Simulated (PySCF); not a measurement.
Potential energy of SrCl along the bond

Set-up: basis Sr x2c-TZVPall, Cl x2c-TZVPall; spin-free X2C with a Gaussian nucleus; PySCF 2.14. Energies in eV from Sr + Cl in their ground configurations at the same level. State: ²Σ⁺ (doublet), unpaired electrons σ ↑.

All columns are PBE0. A positive dipole means Sr(−)Cl(+).

```tsv
R (Å)	E (eV)	μ (D)	Mulliken charge on Sr (basis-dependent)	HOMO (eV)	LUMO (eV)	Mayer bond order	⟨S²⟩
2.206	-3.466	-2.90	0.52	-3.77	-1.78	0.93	0.75
2.308	-3.958	-3.32	0.54	-3.88	-1.87	0.87	0.75
2.411	-4.225	-3.78	0.56	-4.00	-1.97	0.83	0.75
2.488	-4.317	-4.15	0.57	-4.08	-2.04	0.81	0.75
2.565	-4.342	-4.53	0.58	-4.16	-2.11	0.79	0.75
2.642	-4.316	-4.93	0.58	-4.25	-2.18	0.78	0.75
2.745	-4.226	-5.48	0.59	-4.35	-2.28	0.77	0.75
2.873	-4.054	-6.17	0.59	-4.48	-2.40	0.75	0.75
3.027	-3.801	-7.02	0.60	-4.63	-2.54	0.73	0.75
3.232	-3.434	-8.17	0.62	-4.81	-2.73	0.70	0.75
```

A fit through these points gives, at Re = 2.561 Å, μ = -4.51 D and dμ/dR = -5.08 D/Å; the reduced mass is 25.02 u.

Task: How strong is the fundamental in the double-harmonic approximation, I = 42.26·(dμ/dR)²/μred km/mol?

Result: I = 42.26·(-5.08)²/25.02 = 43.6 km/mol at PBE0.

Spin–orbit coupling is left out. The state is the lowest determinant that a PBE0 search found; another state may lie lower at other levels.
